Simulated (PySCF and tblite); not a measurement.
The numbers below are computed, except where a source is named.
System: 3-fluoroanisole, C7H7FO, numbered as in [CH3:1][O:2][c:3]1[cH:4][cH:5][cH:6][c:7]([F:8])[cH:9]1.

The path came from a restrained scan, a climbing-image band and a saddle search at GFN2-xTB; energies are PBE0/pcSseg-1 + D3(BJ)//GFN2-xTB, thermal terms GFN2-xTB. Rates follow Eyring's equation with the number of equivalent paths and no tunnelling. Run with tblite and PySCF.

(1) How high is the barrier to the rotation about the C3–O2 bond (torsion C4–C3–O2–C1 from -180° to 0°, rising), through which structure does it pass, and what rate follows at 298 K?

Answers

(1) The electronic barrier is 3.6 kcal/mol and ΔG‡(298 K) 3.4 kcal/mol, over a C1 saddle with an imaginary mode of 78i cm⁻¹ (GFN2-xTB). With 2 equivalent paths, k is 4.3×10¹⁰ s⁻¹, a mean lifetime of the start of 23 ps against this motion. The end lies 0.2 kcal/mol above the start in free energy.
